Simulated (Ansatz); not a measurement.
Two isomers of CH5BFNO: A = `NB(O)CF`, B = `COB(N)F`.

Program: Ansatz. Geometries: PBE0-D4/def2-TZVP. ΔE: electronic, gas phase. CBS: MP2 limit from def2 TZ/QZ plus the TZ coupled-cluster correction, frozen cores. This one scheme is used for every species. Functionals use def2-TZVPP. B3LYP here is the variant with VWN-RPA as its local correlation; programs differ in this. One conformer a species, not always the lowest.

A:

```xyz
10

N     0.518   -1.040    0.747
B     0.277    0.210    0.167
O     0.998    1.348    0.422
C    -0.911    0.364   -0.869
F    -1.584   -0.846   -1.059
H     1.242   -1.247    1.412
H    -0.060   -1.826    0.504
H     1.714    1.236    1.051
H    -0.548    0.700   -1.846
H    -1.645    1.103   -0.528
```

B:

```xyz
10

C    -1.5587    0.6429   -0.1404
O    -0.1519    0.6442   -0.2647
B     0.5751   -0.4326    0.1343
N     1.9705   -0.4365    0.0173
F    -0.0440   -1.5110    0.6479
H    -1.9254    1.5824   -0.5536
H    -1.8664    0.5720    0.9066
H    -2.0089   -0.1873   -0.6916
H     2.4777    0.3426   -0.3588
H     2.5319   -1.2166    0.3029
```

(1) Which is lower in electronic energy at CCSD(T)/CBS, and by how much? (Best estimate.)

(2) Give E(B) − E(A) in kJ/mol with ωB97M-V, B3LYP, B2PLYP, MP2/def2-TZVPP, PBE0-D4, HF/def2-TZVPP, r2SCAN-D4. (An estimate is asked.)

Largest T1 diagnostic: 0.011.

Results:

(1) Ansatz gave: B, by 137.0 kJ/mol.

(2) The calculation gave: ωB97M-V -135.1, B3LYP -137.6, B2PLYP -139.7, MP2/def2-TZVPP -141.6, PBE0-D4 -132.8, HF/def2-TZVPP -153.5, r2SCAN-D4 -137.6. None reverses the order clearly.

From PBE to PBE0 (25 % exact exchange), in def2-TZVPP and without D4, E(B) − E(A) moves by −5.5 kJ/mol. In def2-TZVPP, CCSD(T) changes the Hartree–Fock value by +14.4 kJ/mol (the triples alone add +1.8 kJ/mol) and MP2 by +11.8 kJ/mol.
